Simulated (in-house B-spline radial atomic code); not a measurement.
A fraction x of an electron is removed from 3p in the manganese ion Mn⁴⁺, starting from [Ar] 3d3 and keeping the highest spin. Method: scalar-relativistic (X2C) B3LYP, spin-polarised, spherical fractional occupations, Fermi nucleus of rms radius 3.7057 fm. Calculated with a B-spline radial code for spherical atoms.

Caution: exact exchange at fractional occupations of open shells leaves self-interaction of up to several eV.

```tsv
x	E(x) - E(0) (eV)	3p down level (eV)
0	0.0000	-111.179
0.07	7.8300	-112.537
0.21	?	?
0.32	36.5745	-117.432
0.42	48.4165	-119.410
0.5	?	?
0.56	65.3288	-122.197
0.74	87.6491	-125.812
0.86	102.8920	-128.240
0.97	117.1213	-130.477
1	121.0448	-131.090
```

(1) What belongs in the row x = 0.21?

(2) What belongs in the row x = 0.5?

(3) Check Janak's theorem between x = 0.32 and 0.42.

## Answers

(1) An energy change of 23.7761 eV; 3p down at -115.269 eV.

(2) An energy change of 58.0329 eV; 3p down at -121.000 eV.

(3) The slope of the energy is 118.42 eV; the orbital levels give 118.42 eV (-ε of the emptying orbital, averaged over the two points).
